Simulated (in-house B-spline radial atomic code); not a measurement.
Computed with a B-spline radial atomic code. Model: two electrons, singlet ground state, non-relativistic, full CI in B-splines with partial waves to l = 8 (at full coupling up to 3e-4 hartree above the limit, correlation up to 0.6 % small), density held at that of full coupling by Lieb maximisation.

Along the adiabatic connection the electron repulsion is scaled by a coupling λ while a local potential keeps the density fixed. At λ = 0 the system is the Kohn-Sham one and W equals the exchange energy; the exchange-correlation energy is the area under W between 0 and 1. The kinetic energy rises with λ as the electrons avoid each other, with dT/dλ = −λ dW/dλ.

Command:
```bash
python run_ac.py task.json out
```
Settings (lengths in bohr, energies in hartree):
```
potential              coulomb
strength               0.905
lmax                   8
wall_radius            1.11
```

Time taken, with all properties: 3.1 s on 1 thread of Intel(R) Xeon(R) Processor @ 2.30GHz, on a shared host.

**W = mean repulsion less Hartree energy, and W of three functionals.**

Given: confinement point charge; nuclear charge 0.905; hard wall radius 1.11 bohr; external potential -Z/r.

Computed: LDA exchange minus exact 235.25 millihartree; PBE exchange minus exact 75.655 millihartree.

```csv
coupling,W xc (hartree),W xc minus exchange (millihartree),kinetic minus Kohn-Sham (millihartree),LDA (PW92) W minus its exchange (millihartree),PBE W minus its exchange (millihartree),SCAN W minus its exchange (millihartree)
0,-1.681,0,0,0,0,0
0.02,-1.683,-2.079,0,-13.3,-3.35,-1.95
0.05,?,?,?,?,?,?
0.12,-1.6932,-12.29,0.7,-54.21,-19.5,-11.36
0.25,?,?,?,?,?,?
0.4,-1.7203,-39.331,7.7,-127.79,-59.76,-35.92
0.6,-1.7383,-57.342,16.7,-167.04,-85,-52.22
0.8,-1.7553,-74.349,28.6,-200.48,-108.01,-67.63
1,-1.7714,-90.423,43,-229.88,-129.19,-82.27
1.4,-1.801,-120.02,78.5,-280.18,-167.13,-109.46
2,-1.8399,-158.9,144.2,-341.35,-215.65,-145.88
3,-1.8929,-211.97,275.8,-419.94,-280.97,-197.32
4.5,-1.9529,-271.99,498.5,-506.12,-355.52,-258.62
7,-2.0211,-340.16,884.2,-604.74,-443.61,-332.95
10,-2.0742,-393.25,1329.9,-684.59,-516.54,-394.26
```

Task: What belongs in the row 0.05?

Result: W xc (hartree): -1.6861; W xc minus exchange (millihartree): -5.174; kinetic minus Kohn-Sham (millihartree): 0.1; LDA (PW92) W minus its exchange (millihartree): -27.72; PBE W minus its exchange (millihartree): -8.3; SCAN W minus its exchange (millihartree): -4.82.

Task: What belongs in the row 0.25?

Result: W xc (hartree): -1.7061; W xc minus exchange (millihartree): -25.121; kinetic minus Kohn-Sham (millihartree): 3.1; LDA (PW92) W minus its exchange (millihartree): -92.37; PBE W minus its exchange (millihartree): -39.01; SCAN W minus its exchange (millihartree): -23.05.

Task: What is the SCAN exchange minus exact?

Result: -4.9394 millihartree.

**Energy parts, natural occupations and partial-wave weights.**

Computed: correlation energy -0.047384 hartree; kinetic part of the DFT correlation energy 0.04304 hartree; initial slope twice GL2 -0.10427 hartree; kinetic part over minus potential part 0.47598; Hartree energy 3.3619 hartree; Kohn-Sham kinetic 8.1277 hartree; Lieb Oxford ratio E_xc over LDA exchange 1.1955.

```csv
natural,occupation of the shell (electrons)
s,1.9928
p,0.0065221
d,0.00029116
s,?
p,4.4508e-05
f,3.8647e-05
```

Task: What belongs in the row s?

Result: occupation of the shell (electrons): 0.00028508.

| wave | weight |
| --- | --- |
| s | 0.99654 |
| p | 0.0032845 |
| d | 0.00015086 |
| f | ? |
| g | 4.8064e-06 |

Task: What belongs in the row f?

Result: weight: 2.0824e-05.

Task: What is the exchange energy?

Result: -1.681 hartree.

Task: What is the total energy?

Result: 5.4872 hartree.

Half-way to full coupling W has made 53 % of its drop, against 50 % for a straight line, and second-order (GL2) theory, half the initial slope, overshoots the correlation energy by about 10 %: a moderate bend, as in light atoms. Over couplings 0 to 1 the errors in E_xc come to about +144 millihartree for LDA, +53 millihartree for PBE, -0.8 millihartree for SCAN, so SCAN is nearest. In LDA and PBE and SCAN the errors of exchange and correlation have opposite signs, so the sum is smaller than the larger of the two.
